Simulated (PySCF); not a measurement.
Excitation energy of Sn by level of theory

Sn [Kr] 4d10 5s2 5p2 (3P) → Sn [Kr] 4d10 5s1 5p3 (5S), as a difference of total energies. Computed with PySCF 2.14 in dyall-av2z (22s16p12d, 130 functions), with the non-relativistic Hamiltonian (point nucleus). Correlated levels: valence: [Kr] 4d10 frozen; virtual orbitals above 40 to 60 times the deepest correlated orbital energy dropped. The calculations carry no spin-orbit coupling.

| method | excitation energy (eV) | difference from reference (eV) |
| --- | --- | --- |
| UHF | 2.265 | -2.342 |
| LDA | 4.518 | -0.089 |
| PBE | 4.305 | -0.302 |
| PBE0 | 3.936 | -0.671 |
| r2SCAN | 3.673 | -0.934 |
| TPSS | 4.114 | -0.493 |
| M06-2X | 3.963 | -0.644 |
| B97-3 | 4.424 | -0.183 |
| MP2 (valence) | 2.939 | -1.668 |
| SCS-MP2 (valence) | 3.234 | -1.373 |

Reference: 4.607 eV (measured; NIST levels, between the centres of gravity of the two terms).

These non-relativistic numbers lack the scalar-relativistic shift.
